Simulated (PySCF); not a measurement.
PySCF job for F₄H₂OTi, SMILES [OH2]->[Ti]([F])([F])([F])[F], multiplicity 1, TDA-PBE0/def2-SVPD. Geometry: PBE0-D3(BJ)/def2-SVP. The spin state was assumed, not searched.

```python
import numpy as np
from pyscf import gto, scf, dft, tdscf

mol = gto.M(
    atom='''
    Ti   -0.23909639    0.00962485   -0.00000000
    F     0.17450266   -0.78179061    1.50909645
    F     0.17450264   -0.78179067   -1.50909641
    F    -0.16490044    1.73997310   -0.00000003
    F    -1.95040440   -0.25004663    0.00000002
    O     2.04749907    0.13866523   -0.00000001
    H     2.38841195   -0.32908759   -0.77332206
    H     2.38841196   -0.32908757    0.77332205
    ''',
    basis='def2-SVPD',
    charge=0,
    spin=0,
    symmetry=True,
    max_memory=1600,
    verbose=4,
)
mf = dft.RKS(mol, xc='pbe0').density_fit(auxbasis='def2-universal-jkfit')
mf.grids.level = 3
mf.conv_tol = 1e-9
mf.max_cycle = 100
mf.kernel()
mf.grids = dft.Grids(mol).set(level=1).build(with_non0tab=True)  # coarser grid for the response kernel
td = tdscf.TDA(mf)
td.singlet = True
td.nstates = 10
td.conv_tol = 1e-4
td.positive_eig_threshold = 1e-6
td.kernel(x0=td.get_init_guess(mf, 15))
td.analyze()
tt = tdscf.TDA(mf)
tt.singlet = False
tt.nstates = 4
tt.conv_tol = 1e-4
tt.positive_eig_threshold = 1e-6
tt.kernel(x0=tt.get_init_guess(mf, 9))
tt.analyze(verbose=3)
```

Output:

```
PySCF version 2.14.0

[INPUT] verbose = 4
[INPUT] num. atoms = 8
[INPUT] num. electrons = 68
[INPUT] charge = 0
[INPUT] spin (= nelec alpha-beta = 2S) = 0
[INPUT] symmetry True subgroup None
[INPUT] Mole.unit = angstrom
[INPUT] Symbol           X                Y                Z      unit          X                Y                Z       unit  Magmom
[INPUT]  1 Ti    -0.239096390000   0.009624850000   0.000000000000 AA   -0.451826694472   0.018188330490   0.000000000000 Bohr   0.0
[INPUT]  2 F      0.174502660000  -0.781790610000   1.509096450000 AA    0.329762235408  -1.477370139657   2.851778986053 Bohr   0.0
[INPUT]  3 F      0.174502640000  -0.781790670000  -1.509096410000 AA    0.329762197614  -1.477370253040  -2.851778910464 Bohr   0.0
[INPUT]  4 F     -0.164900440000   1.739973100000  -0.000000030000 AA   -0.311616669420   3.288072623110  -0.000000056692 Bohr   0.0
[INPUT]  5 F     -1.950404400000  -0.250046630000   0.000000020000 AA   -3.685730148147  -0.472519649070   0.000000037795 Bohr   0.0
[INPUT]  6 O      2.047499070000   0.138665230000  -0.000000010000 AA    3.869212482602   0.262039307700  -0.000000018897 Bohr   0.0
[INPUT]  7 H      2.388411950000  -0.329087590000  -0.773322060000 AA    4.513444458138  -0.621885416093  -1.461366899484 Bohr   0.0
[INPUT]  8 H      2.388411960000  -0.329087570000   0.773322050000 AA    4.513444477036  -0.621885378299   1.461366880587 Bohr   0.0

nuclear repulsion = 455.167361504859
point group symmetry = Cs
symmetry origin: [8.33702689e-10 2.50110800e-09 5.00221626e-09]
symmetry axis x: [ 1.00000000e+00 -2.13803121e-09 -3.89397318e-09]
symmetry axis y: [-2.13803118e-09 -1.00000000e+00  8.76369678e-09]
symmetry axis z: [-3.89397320e-09 -8.76369656e-09 -1.00000000e+00]
num. orbitals of irrep A' = 102
num. orbitals of irrep A" = 63
number of shells = 65
number of NR pGTOs = 261
number of NR cGTOs = 165
basis = def2-SVPD
ecp = {}


[settings echo left out]
init E= -1324.22636743079
HOMO (A') = -0.46594996909694  LUMO (A") = -0.117739358138286  gap/eV = 9.47529
cycle= 1 E= -1324.10161827866  delta_E= 0.125  |g|= 1.39  |ddm|=  3.3
HOMO (A') = -0.291504682115022  LUMO (A") = -0.242240054087787  gap/eV = 1.34056
cycle= 2 E= -1316.65331914504  delta_E= 7.45  |g|= 7.34  |ddm|= 3.89
HOMO (A') = -0.321088050756934  LUMO (A') = -0.0630727515254588  gap/eV = 7.02095
cycle= 3 E= -1324.37268857002  delta_E= -7.72  |g|= 0.822  |ddm|= 2.87
HOMO (A') = -0.418271257618935  LUMO (A") = -0.134985952712852  gap/eV = 7.70859
cycle= 4 E= -1324.46020207642  delta_E= -0.0875  |g|= 0.342  |ddm|= 0.552
HOMO (A') = -0.405016491183879  LUMO (A") = -0.116619702623774  gap/eV = 7.84768
cycle= 5 E= -1324.48037811226  delta_E= -0.0202  |g|= 0.0964  |ddm|= 0.191
HOMO (A') = -0.403087386802464  LUMO (A") = -0.101400524819758  gap/eV = 8.20932
cycle= 6 E= -1324.48221114733  delta_E= -0.00183  |g|= 0.0262  |ddm|= 0.0754
HOMO (A') = -0.404638059281926  LUMO (A") = -0.100044758651069  gap/eV = 8.28841
cycle= 7 E= -1324.48232325387  delta_E= -0.000112  |g|= 0.00911  |ddm|= 0.0204
HOMO (A') = -0.403909713565243  LUMO (A") = -0.100633439720456  gap/eV = 8.25257
cycle= 8 E= -1324.48233737069  delta_E= -1.41e-05  |g|= 0.000891  |ddm|= 0.00592
HOMO (A') = -0.403942979598162  LUMO (A") = -0.100602196462824  gap/eV = 8.25432
cycle= 9 E= -1324.48233741549  delta_E= -4.48e-08  |g|= 0.000779  |ddm|= 0.000973
HOMO (A') = -0.403958305076823  LUMO (A") = -0.100603603587454  gap/eV = 8.25470
cycle= 10 E= -1324.48233752117  delta_E= -1.06e-07  |g|= 0.000106  |ddm|= 0.000494
HOMO (A') = -0.40396670823284  LUMO (A") = -0.100608287863673  gap/eV = 8.25480
cycle= 11 E= -1324.48233752383  delta_E= -2.66e-09  |g|= 1.45e-05  |ddm|= 0.000107
HOMO (A') = -0.403965116434052  LUMO (A") = -0.100606270873135  gap/eV = 8.25481
cycle= 12 E= -1324.48233752388  delta_E= -5e-11  |g|= 5.78e-06  |ddm|= 1.73e-05
HOMO (A') = -0.403965588293307  LUMO (A") = -0.100606840220372  gap/eV = 8.25481
Extra cycle  E= -1324.48233752387  delta_E= 2.27e-12  |g|= 4.93e-06  |ddm|= 7.62e-06
converged SCF energy = -1324.48233752387
tot grids = 38776
Overwritten attributes  positive_eig_threshold  of <class 'pyscf.tdscf.rks.TDA'>


******** <class 'pyscf.tdscf.rks.TDA'> for <class 'pyscf.df.df_jk.DFSymAdaptedRKS'> ********
nstates = 10 singlet
deg_eia_thresh = 1.000e-03
wfnsym = None
conv_tol = 0.0001
eigh lindep = 1e-12
eigh level_shift = 0
eigh max_cycle = 100


Excitation energies (eV)
[6.64905679 6.67145721 7.0396431  7.11547653 7.18125329 7.41531295
 7.44399338 7.51203307 7.63014231 7.6485643 ]

** Singlet excitation energies and oscillator strengths **
Excited State   1:   A"      6.64906 eV    186.47 nm  f=0.0050
      34 -> 35       -0.69248
Excited State   2:   A'      6.67146 eV    185.84 nm  f=0.0050
      33 -> 35       -0.10179
      34 -> 36        0.69161
Excited State   3:   A"      7.03964 eV    176.12 nm  f=0.0001
      32 -> 35        0.59196
      33 -> 36       -0.37236
Excited State   4:   A"      7.11548 eV    174.25 nm  f=0.0022
      31 -> 36        0.16086
      32 -> 35       -0.36663
      33 -> 36       -0.57411
Excited State   5:   A'      7.18125 eV    172.65 nm  f=0.0047
      31 -> 35        0.27657
      32 -> 36       -0.44263
      33 -> 35        0.44810
Excited State   6:   A"      7.41531 eV    167.20 nm  f=0.0021
      28 -> 35        0.10555
      29 -> 36        0.20503
      30 -> 35        0.20139
      31 -> 36        0.61950
Excited State   7:   A'      7.44399 eV    166.56 nm  f=0.0055
      28 -> 36        0.23943
      29 -> 35       -0.10318
      30 -> 36        0.11519
      31 -> 35        0.56711
      33 -> 35       -0.28503
Excited State   8:   A'      7.51203 eV    165.05 nm  f=0.0135
      28 -> 36        0.12057
      29 -> 35        0.40514
      31 -> 35       -0.14577
      32 -> 36       -0.41049
      33 -> 35       -0.31654
Excited State   9:   A"      7.63014 eV    162.49 nm  f=0.0009
      28 -> 35        0.24372
      29 -> 36       -0.46725
      30 -> 35        0.46046
Excited State  10:   A'      7.64856 eV    162.10 nm  f=0.0024
      28 -> 36       -0.16380
      29 -> 35        0.23181
      30 -> 36       -0.58943
      31 -> 35        0.21149

** Transition electric dipole moments (AU) **
state          X           Y           Z        Dip. S.      Osc.
  1         0.0000      0.0000      0.1757      0.0309      0.0050
  2        -0.1586     -0.0745      0.0000      0.0307      0.0050
  3        -0.0000      0.0000      0.0229      0.0005      0.0001
  4        -0.0000      0.0000      0.1120      0.0125      0.0022
  5         0.0024     -0.1637      0.0000      0.0268      0.0047
  6        -0.0000     -0.0000     -0.1072      0.0115      0.0021
  7        -0.1023      0.1405     -0.0000      0.0302      0.0055
  8        -0.2448     -0.1161      0.0000      0.0734      0.0135
  9         0.0000      0.0000      0.0675      0.0046      0.0009
 10         0.1003      0.0546     -0.0000      0.0130      0.0024

** Transition velocity dipole moments (imaginary part, AU) **
state          X           Y           Z        Dip. S.      Osc.
  1         0.0000     -0.0000      0.0082      0.0001      0.0002
  2        -0.0271     -0.0005     -0.0000      0.0007      0.0020
  3        -0.0000     -0.0000      0.0017      0.0000      0.0000
  4        -0.0000      0.0000      0.0068      0.0000      0.0001
  5        -0.0037     -0.0078     -0.0000      0.0001      0.0002
  6         0.0000     -0.0000     -0.0092      0.0001      0.0002
  7        -0.0069      0.0105     -0.0000      0.0002      0.0004
  8        -0.0185     -0.0092      0.0000      0.0004      0.0010
  9         0.0000      0.0000      0.0051      0.0000      0.0001
 10         0.0163      0.0023     -0.0000      0.0003      0.0006

** Transition magnetic dipole moments (imaginary part, AU) **
state          X           Y           Z
  1        -0.1922      0.0674      0.0000
  2        -0.0000     -0.0000      0.1456
  3         0.3197      0.1242     -0.0000
  4         0.0923     -0.2810      0.0000
  5        -0.0000      0.0000     -0.2441
  6         0.0496     -0.4186     -0.0000
  7        -0.0000      0.0000     -0.3822
  8        -0.0000      0.0000      0.2533
  9         0.5415      0.1004      0.0000
 10        -0.0000     -0.0000      0.5573


******** <class 'pyscf.tdscf.rks.TDA'> for <class 'pyscf.df.df_jk.DFSymAdaptedRKS'> ********
nstates = 4 triplet
deg_eia_thresh = 1.000e-03
wfnsym = None
conv_tol = 0.0001
eigh lindep = 1e-12
eigh level_shift = 0
eigh max_cycle = 100


Excitation energies (eV)
[6.45429159 6.49917763 6.69976997 6.75947003]

** Triplet excitation energies and oscillator strengths **
Excited State   1:   A"      6.45429 eV    192.10 nm  f=0.0000
Excited State   2:   A'      6.49918 eV    190.77 nm  f=0.0000
Excited State   3:   A'      6.69977 eV    185.06 nm  f=0.0000
Excited State   4:   A'      6.75947 eV    183.42 nm  f=0.0000
```

The run converged.

Cost: around 2.6 core-minutes (rough).
